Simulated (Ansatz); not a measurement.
`[F][InH][GeH3]` + CH₃SH → `C[S][GeH3]` + `[F][InH2]` at 500 K and 1 bar (cleavage of the Ge–In bond).

Calculated with Ansatz (gas phase, PBE0-D4/def2-TZVP geometries, no zero-point term in ΔE). CBS: MP2 limit from def2 TZ/QZ plus the TZ coupled-cluster correction, frozen cores. This one scheme is used for every species. def2 core potentials past Kr. For Ge, In outer-core shells are correlated without core-valence functions, which leaves a few kJ/mol of doubt a bond. Scalar relativity is left out up to krypton.

```
         species  CCSD(T)/CBS energy (Eh)  H − E (kJ/mol)  S (J/(mol·K))
`[F][InH][GeH3]`              -2368.14594           121.0          417.2
           CH₃SH               -438.22835           145.1          283.7
    `C[S][GeH3]`              -2515.55711           202.3          377.6
     `[F][InH2]`               -290.81142            59.1          295.0
```

H − E and S are ideal-gas, rigid-rotor, harmonic terms from PBE0-D4/def2-TZVP, for one conformer and one mirror image of each species. 1 Eh = 2625.50 kJ/mol, R = 8.31446 J/(mol·K).

Problem. By hand: ΔE, ΔH, ΔS and ΔG.

Solution. ΔE = (-2515.55711) + (-290.81142) − (-2368.14594) − (-438.22835) = 0.00576 Eh = 15.1 kJ/mol. Δ(H − E) = 202.3 + 59.1 − 121.0 − 145.1 = -4.7, so ΔH = 10.4 kJ/mol. ΔS = 377.6 + 295.0 − 417.2 − 283.7 = -28.3 J/(mol·K). ΔG = 10.4 − 500 × (-28.3)/1000 = 24.6 kJ/mol.

Problem. By hand: the equilibrium constant, and the temperature at which ΔG would vanish if ΔH and ΔS stayed fixed.

Solution. log₁₀ K = −ΔG/(RT ln 10) = -2.6. ΔH and −TΔS have one sign here, so there is no such temperature.

TΔS isn't small against ΔH here. A doubt of 5 kJ/mol in ΔE shifts log₁₀ K by 0.5 here. Other conformers and mirror images would add mixing entropy, several J/(mol·K) or more a flexible species. Modes under 60 cm⁻¹, often nearly free rotors, make the harmonic entropy too high. These are equilibria of isolated gas molecules and say nothing of rates. Largest T1 diagnostic: 0.016 (customary marks: 0.02 for closed shells, 0.045 for open ones).
